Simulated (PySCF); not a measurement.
Br$_{4}$Hf, charge -1, sextet, at a GFN2-xTB geometry of the parent state (such geometries of metal compounds can be far from the true shape) (the multiplicity is a formal guess) (core potentials on Hf) (a gas-phase anion, which may not be bound at this level); DF-HF/def2-SVP in PySCF.

PySCF was given this input:
```python
from pyscf import gto, scf

mol = gto.Mole()
mol.atom = '''
    Hf   -0.000000   -0.000000    0.000000
    Br    1.982655   -0.575252   -1.454717
    Br    0.767575    0.306478    2.386407
    Br   -1.057251    2.139766   -0.825628
    Br   -1.692979   -1.870992   -0.106061
'''
mol.basis = 'def2-svp'
mol.ecp = {'Hf': 'def2-svp'}
mol.charge = -1
mol.spin = 5
mol.verbose = 4
mol.build()

mf = scf.ROHF(mol)
mf = mf.density_fit(auxbasis='def2-universal-jkfit')
mf.kernel()
```

What the program printed (banner, timings and long lists left out):

```
PySCF version 2.14.0

[INPUT] verbose = 4
[INPUT] num. atoms = 5
[INPUT] num. electrons = 153
[INPUT] charge = -1
[INPUT] spin (= nelec alpha-beta = 2S) = 5
[INPUT] symmetry False subgroup None
[INPUT] Mole.unit = angstrom
[INPUT] Symbol           X                Y                Z      unit          X                Y                Z       unit  Magmom
[INPUT]  1 Hf     0.000000000000   0.000000000000   0.000000000000 AA    0.000000000000   0.000000000000   0.000000000000 Bohr   0.0
[INPUT]  2 Br     1.982655000000  -0.575252000000  -1.454717000000 AA    3.746674949500  -1.087068732608  -2.749016718749 Bohr   0.0
[INPUT]  3 Br     0.767575000000   0.306478000000   2.386407000000 AA    1.450506530063   0.579159483204   4.509655651745 Bohr   0.0
[INPUT]  4 Br    -1.057251000000   2.139766000000  -0.825628000000 AA   -1.997914834923   4.043571710656  -1.560210800772 Bohr   0.0
[INPUT]  5 Br    -1.692979000000  -1.870992000000  -0.106061000000 AA   -3.199266644640  -3.535662461252  -0.200426242497 Bohr   0.0

nuclear repulsion = 1295.12567921133
number of shells = 60
number of NR pGTOs = 353
number of NR cGTOs = 160
basis = def2-svp
ecp = {'Hf': 'def2-svp'}

******** <class 'pyscf.df.df_jk.DFROHF'> ********
method = DFROHF
initial guess = minao
damping factor = 0
level_shift factor = 0
DIIS = <class 'pyscf.scf.diis.CDIIS'>
diis_start_cycle = 1
diis_space = 8
diis_damp = 0
SCF conv_tol = 1e-09
SCF conv_tol_grad = None
SCF max_cycles = 50
direct_scf = False
num. doubly occ = 74  num. singly occ = 5
Set gradient conv threshold to 3.16228e-05
******** <class 'pyscf.df.df.DF'> ********
auxbasis = def2-universal-jkfit
init E= -10319.1206761219

WARN: HOMO -0.165076067818904 >= LUMO -0.165076053906264

cycle= 1 E= -10335.2995479682  delta_E= -16.2  |g|= 1.06  |ddm|= 5.71
  HOMO = 0.276765219979846  LUMO = 0.29073227394639  gap/eV = 0.38006
cycle= 2 E= -10334.7035312574  delta_E= 0.596  |g|= 1.38  |ddm|= 9.65

WARN: HOMO 0.173045420066767 >= LUMO 0.173854635193453

cycle= 3 E= -10335.6652144741  delta_E= -0.962  |g|= 0.286  |ddm|= 9.43
  HOMO = 0.18587995949481  LUMO = 0.206043136793818  gap/eV = 0.54867
cycle= 4 E= -10335.7133321464  delta_E= -0.0481  |g|= 0.218  |ddm|= 1.02
  HOMO = 0.188952193175113  LUMO = 0.214366601991302  gap/eV = 0.69156
cycle= 5 E= -10335.7344517942  delta_E= -0.0211  |g|= 0.122  |ddm|=  0.5
  HOMO = 0.192531053066184  LUMO = 0.214163282009666  gap/eV = 0.58864
cycle= 6 E= -10335.7667142279  delta_E= -0.0323  |g|= 0.0987  |ddm|= 1.02
  HOMO = 0.188828076157031  LUMO = 0.214220479762864  gap/eV = 0.69096
cycle= 7 E= -10335.771781867  delta_E= -0.00507  |g|= 0.0536  |ddm|= 0.937
  HOMO = 0.186086638121969  LUMO = 0.215871578234423  gap/eV = 0.81049
cycle= 8 E= -10335.7780342138  delta_E= -0.00625  |g|= 0.0509  |ddm|= 0.549
  HOMO = 0.18094357684138  LUMO = 0.215606731971509  gap/eV = 0.94323
cycle= 9 E= -10335.7828872324  delta_E= -0.00485  |g|= 0.0408  |ddm|= 0.605
  HOMO = 0.178148187398898  LUMO = 0.216504281963743  gap/eV = 1.04372
cycle= 10 E= -10335.7791646258  delta_E= 0.00372  |g|= 0.0442  |ddm|= 0.44
  HOMO = 0.175507219143952  LUMO = 0.217611058285429  gap/eV = 1.14570
cycle= 11 E= -10335.7832451233  delta_E= -0.00408  |g|= 0.0316  |ddm|= 0.212
  HOMO = 0.167971087225717  LUMO = 0.217546682387679  gap/eV = 1.34902
cycle= 12 E= -10335.7856152778  delta_E= -0.00237  |g|= 0.0255  |ddm|= 0.357
  HOMO = 0.164203253780832  LUMO = 0.217913551739287  gap/eV = 1.46153
cycle= 13 E= -10335.7879754814  delta_E= -0.00236  |g|= 0.0136  |ddm|= 0.317
  HOMO = 0.164083744702701  LUMO = 0.218716038812532  gap/eV = 1.48662
cycle= 14 E= -10335.7883652673  delta_E= -0.00039  |g|= 0.0118  |ddm|= 0.147
  HOMO = 0.16092677711143  LUMO = 0.220479366917221  gap/eV = 1.62051
cycle= 15 E= -10335.788942515  delta_E= -0.000577  |g|= 0.0086  |ddm|= 0.271
  HOMO = 0.157768078628089  LUMO = 0.220902058086389  gap/eV = 1.71796
cycle= 16 E= -10335.7892522744  delta_E= -0.00031  |g|= 0.00535  |ddm|= 0.133
  HOMO = 0.157908664869713  LUMO = 0.221089287527278  gap/eV = 1.71923
cycle= 17 E= -10335.7894120361  delta_E= -0.00016  |g|= 0.00394  |ddm|= 0.109
  HOMO = 0.15760434358076  LUMO = 0.221351370628762  gap/eV = 1.73464
cycle= 18 E= -10335.7894866511  delta_E= -7.46e-05  |g|= 0.0033  |ddm|= 0.0395
  HOMO = 0.156941547184634  LUMO = 0.221807365140983  gap/eV = 1.76509
cycle= 19 E= -10335.789608152  delta_E= -0.000122  |g|= 0.00293  |ddm|= 0.0565
  HOMO = 0.156380088269559  LUMO = 0.222085064785232  gap/eV = 1.78792
cycle= 20 E= -10335.7897113153  delta_E= -0.000103  |g|= 0.00287  |ddm|= 0.0452
  HOMO = 0.156502944109894  LUMO = 0.222031861935218  gap/eV = 1.78313
cycle= 21 E= -10335.7897452025  delta_E= -3.39e-05  |g|= 0.00265  |ddm|= 0.0126
  HOMO = 0.156419757730256  LUMO = 0.222067099565305  gap/eV = 1.78636
cycle= 22 E= -10335.789821321  delta_E= -7.61e-05  |g|= 0.00265  |ddm|= 0.0202
  HOMO = 0.156430097406018  LUMO = 0.222062085194074  gap/eV = 1.78594
cycle= 23 E= -10335.7898362507  delta_E= -1.49e-05  |g|= 0.00264  |ddm|= 0.00569
  HOMO = 0.156545835986635  LUMO = 0.221992148233704  gap/eV = 1.78088
cycle= 24 E= -10335.789874374  delta_E= -3.81e-05  |g|= 0.00264  |ddm|= 0.0156
  HOMO = 0.156641208788985  LUMO = 0.22195640176444  gap/eV = 1.77732
cycle= 25 E= -10335.7898727961  delta_E= 1.58e-06  |g|= 0.00263  |ddm|= 0.00643
  HOMO = 0.156657143449214  LUMO = 0.221935000393124  gap/eV = 1.77630
cycle= 26 E= -10335.789895367  delta_E= -2.26e-05  |g|= 0.00264  |ddm|= 0.0076
  HOMO = 0.156577288573035  LUMO = 0.22197908420306  gap/eV = 1.77967
cycle= 27 E= -10335.7898968984  delta_E= -1.53e-06  |g|= 0.00266  |ddm|= 0.00842
  HOMO = 0.156299677665437  LUMO = 0.222183503869187  gap/eV = 1.79279
cycle= 28 E= -10335.7897157955  delta_E= 0.000181  |g|= 0.00264  |ddm|= 0.0643
  HOMO = 0.154933323513554  LUMO = 0.223113535678074  gap/eV = 1.85528
cycle= 29 E= -10335.7892932187  delta_E= 0.000423  |g|= 0.00293  |ddm|= 0.198
  HOMO = 0.154746055935605  LUMO = 0.223267091300587  gap/eV = 1.86455
cycle= 30 E= -10335.7892068284  delta_E= 8.64e-05  |g|= 0.00285  |ddm|= 0.0401
  HOMO = 0.154805021796383  LUMO = 0.223222029710125  gap/eV = 1.86172
cycle= 31 E= -10335.7892160785  delta_E= -9.25e-06  |g|= 0.0027  |ddm|= 0.00544
  HOMO = 0.155504789515404  LUMO = 0.222740063602825  gap/eV = 1.82956
cycle= 32 E= -10335.7894580065  delta_E= -0.000242  |g|= 0.00257  |ddm|= 0.103
  HOMO = 0.15321381673239  LUMO = 0.224500609866219  gap/eV = 1.93981
cycle= 33 E= -10335.7887784865  delta_E= 0.00068  |g|= 0.00403  |ddm|= 0.349
  HOMO = 0.153624349081581  LUMO = 0.224191192069522  gap/eV = 1.92022
cycle= 34 E= -10335.7888956922  delta_E= -0.000117  |g|= 0.003  |ddm|= 0.0512
  HOMO = 0.152459135647965  LUMO = 0.225125256731252  gap/eV = 1.97735
cycle= 35 E= -10335.7886672698  delta_E= 0.000228  |g|= 0.00401  |ddm|= 0.164
  HOMO = 0.151234181167069  LUMO = 0.226105424699478  gap/eV = 2.03735
cycle= 36 E= -10335.7885596274  delta_E= 0.000108  |g|= 0.00379  |ddm|= 0.178
  HOMO = 0.151676687110592  LUMO = 0.225721880025592  gap/eV = 2.01487
cycle= 37 E= -10335.7886735249  delta_E= -0.000114  |g|= 0.00177  |ddm|= 0.0613
  HOMO = 0.150749888964899  LUMO = 0.226402740804733  gap/eV = 2.05862
cycle= 38 E= -10335.7885868812  delta_E= 8.66e-05  |g|= 0.00222  |ddm|= 0.126
  HOMO = 0.150534965131618  LUMO = 0.226363136406422  gap/eV = 2.06339
cycle= 39 E= -10335.7885931088  delta_E= -6.23e-06  |g|= 0.00184  |ddm|= 0.0341
  HOMO = 0.150224293643209  LUMO = 0.226280338322379  gap/eV = 2.06959
cycle= 40 E= -10335.7886095085  delta_E= -1.64e-05  |g|= 0.00149  |ddm|= 0.0734
  HOMO = 0.15010178657963  LUMO = 0.226235878109643  gap/eV = 2.07171
cycle= 41 E= -10335.7886309655  delta_E= -2.15e-05  |g|= 0.00134  |ddm|= 0.0518
  HOMO = 0.149883369903486  LUMO = 0.226173622160265  gap/eV = 2.07596
cycle= 42 E= -10335.7886711607  delta_E= -4.02e-05  |g|= 0.00133  |ddm|= 0.0724
  HOMO = 0.14951004280667  LUMO = 0.226095162035931  gap/eV = 2.08399
cycle= 43 E= -10335.7886791761  delta_E= -8.02e-06  |g|= 0.00112  |ddm|= 0.0364
  HOMO = 0.149000596433299  LUMO = 0.225982647408679  gap/eV = 2.09479
cycle= 44 E= -10335.7887057138  delta_E= -2.65e-05  |g|= 0.00121  |ddm|= 0.0777
  HOMO = 0.148115312169737  LUMO = 0.22581622337078  gap/eV = 2.11435
cycle= 45 E= -10335.7887605064  delta_E= -5.48e-05  |g|= 0.00109  |ddm|= 0.133
  HOMO = 0.147621115072053  LUMO = 0.225714647252003  gap/eV = 2.12503
cycle= 46 E= -10335.7887786388  delta_E= -1.81e-05  |g|= 0.000943  |ddm|= 0.0647
  HOMO = 0.147688986169683  LUMO = 0.225719131846995  gap/eV = 2.12331
cycle= 47 E= -10335.7887774289  delta_E= 1.21e-06  |g|= 0.000919  |ddm|= 0.00248
  HOMO = 0.147751527773758  LUMO = 0.225715272907606  gap/eV = 2.12150
cycle= 48 E= -10335.788781718  delta_E= -4.29e-06  |g|= 0.000966  |ddm|= 0.0125
  HOMO = 0.14792971896183  LUMO = 0.225730129992537  gap/eV = 2.11706
cycle= 49 E= -10335.7887809015  delta_E= 8.16e-07  |g|= 0.000974  |ddm|= 0.00387
  HOMO = 0.148248511918085  LUMO = 0.225747268201034  gap/eV = 2.10885
cycle= 50 E= -10335.7887801258  delta_E= 7.76e-07  |g|= 0.001  |ddm|= 0.00578
SCF not converged.
SCF energy = -10335.7887801258
```

The run did not converge; its last values are not results.
